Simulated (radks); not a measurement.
The numbers below are computed, except where a source is named.
Task: Coherent X-ray form factor from a spherical all-electron density. Code: a radial shooting solver on a logarithmic mesh with Libxc functionals. Model: scalar-relativistic Kohn-Sham, exchange-only LDA, spin-polarised, spherical densities, point nucleus.

| sin(theta)/lambda (1/angstrom) | f0 (electrons) |
|---|---|
| 0.05 | 46.755 |
| 0.1 | 46.037 |
| 0.15 | 44.891 |
| 0.2 | 43.387 |
| 0.25 | 41.609 |
| 0.3 | 39.645 |
| 0.4 | 35.484 |
| 0.5 | 31.440 |
| 0.6 | 27.833 |
| 0.8 | 22.335 |
| 1 | 18.829 |
| 1.25 | 15.998 |
| 1.5 | 13.759 |
| 2 | 9.826 |

The species is in the configuration that NIST lists as its ground one. Which atom or ion scatters so?

Result: The cerium ion Ce11+, [Kr] 4d10 5s1. Extrapolating in s^2 from the first two rows gives f0(0) = 47.0, near the electron count 47; among species with that count, the fall with angle is slower the higher Z, and the table is that of Z = 58; from so few rows the species is fixed only to a neighbour or two.
